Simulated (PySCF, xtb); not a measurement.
C6H10, SMILES [C@@H]1(C=C)[C@@H](C1)C.

GFN2-xTB (xtb) at its own geometry gives an orbital gap of 4.94 eV and a dipole moment of 0.40 D.

Geometry optimised at B3LYP-D3(BJ)/def2-SVP. Other conformers were not sampled.

Task: What does PBE/def2-TZVP in PySCF give? (The exact figures need the calculation; the answer reports its results.)

Result: gap 5.07 eV (levels -5.87 and -0.81 eV), dipole 0.54 D.
